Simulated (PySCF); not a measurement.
First SCF of a structure search on singlet CdH2, at a hand-made linear geometry. PySCF input:

```python
from pyscf import gto, scf, dft
mol = gto.M(atom='''
Cd     0.000000     0.000000     0.000000
H      0.000000     0.000000     1.680000
H      0.000000     0.000000    -1.680000''',
    basis={'Cd': 'def2-TZVP', 'H': 'def2-TZVP'},
    ecp={'Cd': 'def2-TZVP'},
    charge=0, spin=0)
mf = dft.RKS(mol, xc='PBE')
mf.grids.atom_grid = (50, 194)
aux = {'Cd': 'def2-universal-JKFIT', 'H': 'def2-universal-JKFIT'}
mf = mf.density_fit(auxbasis=aux)
mf.conv_tol = 1e-08
mf.diis_space = 10
mf.max_cycle = 60
mf.init_guess = 'minao'
mf.verbose = 4
mf.kernel()
```

Excerpt of the output (cycles and frontier levels):

```
init E= -156.753069108694
  HOMO = -0.78025169366344  LUMO = -0.56420802707226  gap/eV = 5.87885
cycle= 1 E= -167.170971756216  delta_E= -10.4  |g|= 3.61  |ddm|= 5.72
cycle= 2 E= -146.98507383246  delta_E= 20.2  |g|= 7.81  |ddm|= 22.4
  HOMO = -0.447790774171119  LUMO = -0.257617545694769  gap/eV = 5.17488
cycle= 3 E= -168.567251919744  delta_E= -21.6  |g|= 1.35  |ddm|= 22.1
  HOMO = -0.252342983264194  LUMO = -0.0285635469030885  gap/eV = 6.08935
cycle= 4 E= -168.91601823686  delta_E= -0.349  |g|= 0.164  |ddm|= 2.47
  HOMO = -0.231775571216533  LUMO = -0.0496186258624312  gap/eV = 4.95674
cycle= 5 E= -168.927352087003  delta_E= -0.0113  |g|= 0.0412  |ddm|= 0.45
  HOMO = -0.246702415538798  LUMO = -0.0514065005558228  gap/eV = 5.31427
cycle= 6 E= -168.92827252219  delta_E= -0.00092  |g|= 0.0075  |ddm|= 0.0846
  HOMO = -0.245550156301066  LUMO = -0.0510250091618116  gap/eV = 5.29330
cycle= 7 E= -168.928282856219  delta_E= -1.03e-05  |g|= 0.00204  |ddm|= 0.0063
  HOMO = -0.245458072797429  LUMO = -0.0509463985387026  gap/eV = 5.29293
cycle= 8 E= -168.928283462801  delta_E= -6.07e-07  |g|= 0.000115  |ddm|= 0.00156
  HOMO = -0.245430804700394  LUMO = -0.0509240037385503  gap/eV = 5.29280
cycle= 9 E= -168.928283465905  delta_E= -3.1e-09  |g|= 1.41e-05  |ddm|= 0.000173
  HOMO = -0.245431644040224  LUMO = -0.0509239125298492  gap/eV = 5.29282
Extra cycle  E= -168.928283465881  delta_E= 2.39e-11  |g|= 1.99e-05  |ddm|= 1.78e-05
converged SCF energy = -168.928283465881
```

No lower solution of this spin was found from smeared starts or by a stability analysis within the restricted form, which does not test spin polarisation.

The search for the lowest solution, 3 starts and the stability check together, took 3.7 s on 2 threads of a shared Arm Neoverse V2 host, with 52 basis functions; the process peaked at 0.26 GiB. Launch command: `OMP_NUM_THREADS=2 python axn.py task.json out`.
